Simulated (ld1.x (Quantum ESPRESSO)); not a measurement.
Configuration tests for beryllium (Be) (TM)

```
Element                 : beryllium
Generator               : ld1.x (Quantum ESPRESSO) 7.5
Type                    : norm-conserving Troullier–Martins (Kleinman–Bylander form)
Functional              : PBE
Relativity              : scalar-relativistic
Frozen core             : [He]
Valence charge          : 2
Reference configuration : 2s2 2p0
Partial waves           : 2s (bound): rc 2.15 bohr; 2p (bound, empty): rc 4.20 bohr; 3d channel at 0.4 Ry: rc 3.85 bohr
Local potential         : all-electron potential smoothed inside 1.90 bohr (lloc = -2)
Core correction         : none
```

Energies are relative to the spin-unpolarised reference configuration 2s2 2p0; without spin polarisation the order of configurations can differ from experiment.

Task: Give the all-electron excitation energy and the error of the potential for: 2s1 2p0; 2s1.5 2p0; 2s1 2p1; 2s0 2p2; 2s0 2p1.

Result:

```
valence configuration  charge  ΔE all-electron (eV)  error AE − PS (meV)
              2s1 2p0      +1                 9.551                 +9.2
            2s1.5 2p0    +0.5                 3.761                 +1.3
              2s1 2p1       0                 3.612                  -20
              2s0 2p2       0                 7.251                  -71
              2s0 2p1      +1                13.460                 -176
```
